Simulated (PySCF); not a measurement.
**Computed properties of Si(OH)(NH2) (H3NOSi), SMILES [Si](N)O**

Si(OH)(NH2) (H3NOSi), SMILES [Si](O)N (connectivity only; charge and spin as stated), neutral, multiplicity 1. Geometry: r2SCAN-D4/def2-TZVP. One conformer was computed; it need not be the lowest. All values are computed for the isolated molecule unless a solvent is named; none is compared with measurement here.

**Structure.** The optimised structure has Cs symmetry. All 12 harmonic modes at r2SCAN-D4/def2-TZVP (PySCF) are real, so it is a minimum. With heavy atoms numbered as in [Si:1]([OH:2])[NH2:4], the shortest bond between them is Si1–O2 at 1.659 Å and the longest Si1–N4 at 1.719 Å.

**Vibrations.** The strongest infrared lines (harmonic, unscaled, degenerate partners summed) lie at 464 cm⁻¹ (296 km/mol, H 76 %, N 20 %), 840 cm⁻¹ (179 km/mol, Si 40 %, N 33 %, O 18 %, H 9 %), 763 cm⁻¹ (66 km/mol, H 37 %, O 34 %, N 22 %). The softest mode is at 318 cm⁻¹ and the zero-point energy is 24.8 kcal/mol.

**Electronic structure.** r2SCAN/def2-TZVPD (PySCF) places the frontier levels at -5.93 and -1.45 eV, a gap of 4.48 eV, and gives a dipole moment of 3.16 D and a mean polarisability of 46.7 bohr³.

**Excitations.** TDA-PBE0/def2-SVPD (PySCF) has S1 at 5.61 eV (221 nm, f = 0.184, bright); the most intense of the 10 singlets computed lies at 6.98 eV (f = 0.34). T1 (TDA) is at 3.14 eV, 2.47 eV under S1. No vertical singlet excitation falls in the visible range (under 3.1 eV).

**NMR.** GIAO shifts at PBE0/pcSseg-2 (PySCF) (non-relativistic, atoms alike by connectivity averaged): ¹H from 3.4 to 3.8 ppm against TMS; ²⁹Si at 98.0 ppm against TMS.
